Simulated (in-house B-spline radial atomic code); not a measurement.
Spin-orbit splittings of orbital energies (j = l + 1/2 less j = l - 1/2) and ratios of mean radii (lower j over upper j) along the 14-electron series, configuration [Ne] 3s2 3p2. Computed with a radial B-spline atomic code at the basis-set limit: Dirac-Hartree-Fock, average of the configuration, finite nuclei.

```json
{"ion": "Pm47+", "Z": "61", "splitting of 3p (eV)": "147.26", "radius ratio of 3p": "0.96054", "splitting of 2p (eV)": "578.57", "radius ratio of 2p": "0.92927"}
{"ion": "Sm48+", "Z": "62", "splitting of 3p (eV)": "158.9", "radius ratio of 3p": "0.9591", "splitting of 2p (eV)": "622.41", "radius ratio of 2p": "0.92675"}
{"ion": "Eu49+", "Z": "63", "splitting of 3p (eV)": "171.26", "radius ratio of 3p": "0.95763", "splitting of 2p (eV)": "668.87", "radius ratio of 2p": "0.92418"}
{"ion": "Gd50+", "Z": "64", "splitting of 3p (eV)": "184.38", "radius ratio of 3p": "0.95613", "splitting of 2p (eV)": "718.08", "radius ratio of 2p": "0.92156"}
{"ion": "Tb51+", "Z": "65", "splitting of 3p (eV)": "?", "radius ratio of 3p": "?", "splitting of 2p (eV)": "?", "radius ratio of 2p": "?"}
{"ion": "Dy52+", "Z": "66", "splitting of 3p (eV)": "213.04", "radius ratio of 3p": "0.95302", "splitting of 2p (eV)": "825.25", "radius ratio of 2p": "0.91614"}
{"ion": "Ho53+", "Z": "67", "splitting of 3p (eV)": "?", "radius ratio of 3p": "?", "splitting of 2p (eV)": "?", "radius ratio of 2p": "?"}
{"ion": "Er54+", "Z": "68", "splitting of 3p (eV)": "245.18", "radius ratio of 3p": "0.94977", "splitting of 2p (eV)": "945.01", "radius ratio of 2p": "0.91049"}
```

Task: Fill in the row of Tb51+.

Result: splitting of 3p (eV): 198.3; radius ratio of 3p: 0.95459; splitting of 2p (eV): 770.17; radius ratio of 2p: 0.91888.

Task: Fill in the row of Ho53+.

Result: splitting of 3p (eV): 228.65; radius ratio of 3p: 0.95142; splitting of 2p (eV): 883.49; radius ratio of 2p: 0.91334.

Task: With what power of Z does the column «splitting of 2p (eV)» change over this range?

Result: A fit of the logarithm of its size against log Z from Z = 61 to 68 has slope 4.52. An unscreened hydrogenic electron would give 4 at low Z; screening makes the apparent power larger near the neutral end, and relativity raises it again at high Z.
